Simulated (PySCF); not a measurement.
PySCF input (BP86/def2-TZVPD):

```python
from pyscf import gto, scf, dft

mol = gto.M(
    atom='''
    Si   -0.61958267    0.64186618    0.77921080
    Br    0.66414141   -0.66287452   -0.32448800
    F    -1.61897689    1.57938686    0.04979212
    ''',
    basis='def2-tzvpd',
    charge=1,
    spin=1,
    verbose=4,
)

mf = dft.UKS(mol, xc='bp86').density_fit(auxbasis='def2-universal-jkfit')
mf.grids.level = 3
mf.conv_tol = 1e-9
mf.max_cycle = 100
mf.max_memory = 1500
mf.kernel()
if not mf.converged:
    mf = mf.newton()
    mf.kernel(mf.make_rdm1())
for _ in range(2):
    mo, _, stable, _ = mf.stability(return_status=True)
    if stable:
        break
    mf.kernel(mf.make_rdm1(mo, mf.mo_occ))
mf.analyze()
```

End of the output:

```
Extra cycle  E= -2963.56531985902  delta_E= 6.18e-11  |g|= 1.3e-05  |ddm|= 2e-05
converged SCF energy = -2963.56531985902  <S^2> = 0.75344126  2S+1 = 2.0034383
uhf_internal: lowest eigs of H = [0.98740996 0.99870543 1.00874087]
<class 'pyscf.df.df_jk.DFUKS'> wavefunction is stable in the internal stability analysis
**** SCF Summaries ****
Total Energy =                       -2963.565319859017109
Nuclear Repulsion Energy =             216.003748381009473
One-electron Energy =                -4537.513295357449351
Two-electron Energy =                 1357.944227117422997
Two-electron Coulomb Energy =         1480.666054905000692
DFT Exchange-Correlation Energy =     -122.721827787577809
HOMO-LUMO gap [eV] =                     1.458304043701313
**** MO energy ****
                             alpha | beta                alpha | beta
MO #1   energy= -481.432138631647  | -481.431483093413  occ= 1 | 1
MO #2   energy= -65.8304863688155  | -65.8276815638115  occ= 1 | 1
MO #3   energy= -62.1221262896712  | -62.1217777749801  occ= 1 | 1
MO #4   energy= -56.0360204882765  | -56.034783779125   occ= 1 | 1
MO #5   energy= -56.032847012782   | -56.0326198648701  occ= 1 | 1
MO #6   energy= -56.0323257931875  | -56.0319507666769  occ= 1 | 1
MO #7   energy= -24.5641465550852  | -24.561566039244   occ= 1 | 1
MO #8   energy= -8.69589601706497  | -8.69500590534574  occ= 1 | 1
MO #9   energy= -6.57281279179969  | -6.57078568041777  occ= 1 | 1
MO #10  energy= -6.56369740341178  | -6.5633255188682   occ= 1 | 1
MO #11  energy= -6.56206641722536  | -6.5614593251076   occ= 1 | 1
MO #12  energy= -5.42625867109777  | -5.42259302818027  occ= 1 | 1
MO #13  energy= -3.84038178519353  | -3.83676160034676  occ= 1 | 1
MO #14  energy= -3.83705278742898  | -3.83157634778688  occ= 1 | 1
MO #15  energy= -3.83423076747913  | -3.83053147662976  occ= 1 | 1
MO #16  energy= -2.77629837356197  | -2.77413192425139  occ= 1 | 1
MO #17  energy= -2.77392141182241  | -2.77230555113917  occ= 1 | 1
MO #18  energy= -2.77282425521736  | -2.7709740492164   occ= 1 | 1
MO #19  energy= -2.76584121668761  | -2.76551598883392  occ= 1 | 1
MO #20  energy= -2.76581127984441  | -2.76545524470915  occ= 1 | 1
MO #21  energy= -1.37921451397224  | -1.37392721046459  occ= 1 | 1
MO #22  energy= -0.99758890089003  | -0.989486283757778 occ= 1 | 1
MO #23  energy= -0.761131865359225 | -0.749372964222495 occ= 1 | 1
MO #24  energy= -0.672273464466652 | -0.66463833145041  occ= 1 | 1
MO #25  energy= -0.666247219687522 | -0.66358115743068  occ= 1 | 1
MO #26  energy= -0.657813884570321 | -0.645925587291438 occ= 1 | 1
MO #27  energy= -0.548249050675071 | -0.544776621352828 occ= 1 | 1
MO #28  energy= -0.544784750889124 | -0.537599460410284 occ= 1 | 1
MO #29  energy= -0.510465782776503 | -0.456874097199389 occ= 1 | 0
MO #30  energy= -0.379195864960366 | -0.350608713585117 occ= 0 | 0
MO #31  energy= -0.279060758460009 | -0.263997835011057 occ= 0 | 0
MO #32  energy= -0.242927385515964 | -0.21678711496131  occ= 0 | 0
MO #33  energy= -0.167180260130804 | -0.162782096211319 occ= 0 | 0
MO #34  energy= -0.135913731889766 | -0.122780252639443 occ= 0 | 0
MO #35  energy= -0.12762094937022  | -0.118811352239437 occ= 0 | 0
MO #36  energy= -0.109763410386936 | -0.10695331419153  occ= 0 | 0
MO #37  energy= -0.108278141781962 | -0.104678896166492 occ= 0 | 0
MO #38  energy= -0.0996012153061631 | -0.0958440389984575 occ= 0 | 0
MO #39  energy= -0.0939856353684121 | -0.0857841027502116 occ= 0 | 0
MO #40  energy= -0.0935332499128931 | -0.0853894058087009 occ= 0 | 0
MO #41  energy= -0.0617026380677905 | -0.0548377701132871 occ= 0 | 0
MO #42  energy= -0.0411718332725103 | -0.035878471211459 occ= 0 | 0
MO #43  energy= -0.0367485296445183 | -0.0276684237964448 occ= 0 | 0
MO #44  energy= -0.0163525295912902 | -0.0130787963403745 occ= 0 | 0
MO #45  energy= -0.013510081276112 | -0.0086764819957435 occ= 0 | 0
MO #46  energy= 0.00628740546364401 | 0.0130707824743452 occ= 0 | 0
MO #47  energy= 0.0113041633869765 | 0.0178088058810175 occ= 0 | 0
MO #48  energy= 0.0300218302813359 | 0.0346780941828356 occ= 0 | 0
MO #49  energy= 0.0300732100200377 | 0.034748717027767  occ= 0 | 0
MO #50  energy= 0.0548675800621226 | 0.058462019407534  occ= 0 | 0
MO #51  energy= 0.0598257727243496 | 0.0723487594100269 occ= 0 | 0
MO #52  energy= 0.0733578407565651 | 0.0825314205949367 occ= 0 | 0
MO #53  energy= 0.0833760191933545 | 0.0920020503469677 occ= 0 | 0
MO #54  energy= 0.0868557491769726 | 0.0960590981427383 occ= 0 | 0
MO #55  energy= 0.101196736379975  | 0.107930402967258  occ= 0 | 0
MO #56  energy= 0.119811859765322  | 0.127529371241068  occ= 0 | 0
MO #57  energy= 0.131904719997777  | 0.142067323831455  occ= 0 | 0
MO #58  energy= 0.166426814441471  | 0.177554965128095  occ= 0 | 0
MO #59  energy= 0.198112254486181  | 0.202121189052691  occ= 0 | 0
MO #60  energy= 0.198514972718517  | 0.204956060379368  occ= 0 | 0
MO #61  energy= 0.21639240259065   | 0.224450514123806  occ= 0 | 0
MO #62  energy= 0.230983690997421  | 0.232905449524829  occ= 0 | 0
MO #63  energy= 0.255530334078165  | 0.262443694689176  occ= 0 | 0
MO #64  energy= 0.264691283229062  | 0.270095319391104  occ= 0 | 0
MO #65  energy= 0.271701695182117  | 0.27911687909809   occ= 0 | 0
MO #66  energy= 0.303525687795284  | 0.310674409900467  occ= 0 | 0
MO #67  energy= 0.320709234149104  | 0.338882012417012  occ= 0 | 0
MO #68  energy= 0.338937083761209  | 0.350828812462153  occ= 0 | 0
MO #69  energy= 0.365565495803707  | 0.372067334013297  occ= 0 | 0
MO #70  energy= 0.38769851225653   | 0.39883467943748   occ= 0 | 0
MO #71  energy= 0.414922086520263  | 0.417338308156381  occ= 0 | 0
MO #72  energy= 0.437339377658006  | 0.441162377614493  occ= 0 | 0
MO #73  energy= 0.477869377405803  | 0.483008664656327  occ= 0 | 0
MO #74  energy= 0.573264242455515  | 0.582414666710292  occ= 0 | 0
MO #75  energy= 0.635453511817407  | 0.651045210842974  occ= 0 | 0
MO #76  energy= 0.681105603861307  | 0.705937437758789  occ= 0 | 0
MO #77  energy= 0.683225078536537  | 0.707235921339808  occ= 0 | 0
MO #78  energy= 0.716220143567142  | 0.739227476338738  occ= 0 | 0
MO #79  energy= 0.728111194268349  | 0.746234932158059  occ= 0 | 0
MO #80  energy= 0.752629568553481  | 0.766920773453001  occ= 0 | 0
MO #81  energy= 0.769016309144238  | 0.798089066510719  occ= 0 | 0
MO #82  energy= 0.791146844295132  | 0.802349849651387  occ= 0 | 0
MO #83  energy= 0.81885994788512   | 0.829930774398452  occ= 0 | 0
MO #84  energy= 0.831058624409411  | 0.854564981896572  occ= 0 | 0
MO #85  energy= 0.841871792170654  | 0.857987414016409  occ= 0 | 0
MO #86  energy= 0.873722883968599  | 0.894636551422354  occ= 0 | 0
MO #87  energy= 0.90773942885636   | 0.923355864788963  occ= 0 | 0
MO #88  energy= 0.910116570751528  | 0.930996177244002  occ= 0 | 0
MO #89  energy= 0.975162205210538  | 0.994226566395461  occ= 0 | 0
MO #90  energy= 1.09954970325633   | 1.11441612773076   occ= 0 | 0
MO #91  energy= 1.13202304913916   | 1.14570202317407   occ= 0 | 0
MO #92  energy= 1.15414806354706   | 1.17497772401997   occ= 0 | 0
MO #93  energy= 1.19404049727812   | 1.19544307148137   occ= 0 | 0
MO #94  energy= 1.19418141355163   | 1.19671215895252   occ= 0 | 0
MO #95  energy= 1.19826426443993   | 1.2019973130493    occ= 0 | 0
MO #96  energy= 1.21374614882864   | 1.22063608068632   occ= 0 | 0
MO #97  energy= 1.22032125114961   | 1.23014996035975   occ= 0 | 0
MO #98  energy= 1.26292855765594   | 1.27254622622302   occ= 0 | 0
MO #99  energy= 1.29472908623516   | 1.30468418819699   occ= 0 | 0
MO #100 energy= 1.29959417289993   | 1.31331005491363   occ= 0 | 0
MO #101 energy= 1.36354942549461   | 1.37618002668877   occ= 0 | 0
MO #102 energy= 1.38757056542166   | 1.39111898442002   occ= 0 | 0
MO #103 energy= 1.43605985376743   | 1.44439288449825   occ= 0 | 0
MO #104 energy= 1.47548237119158   | 1.48824519906325   occ= 0 | 0
[...]
```
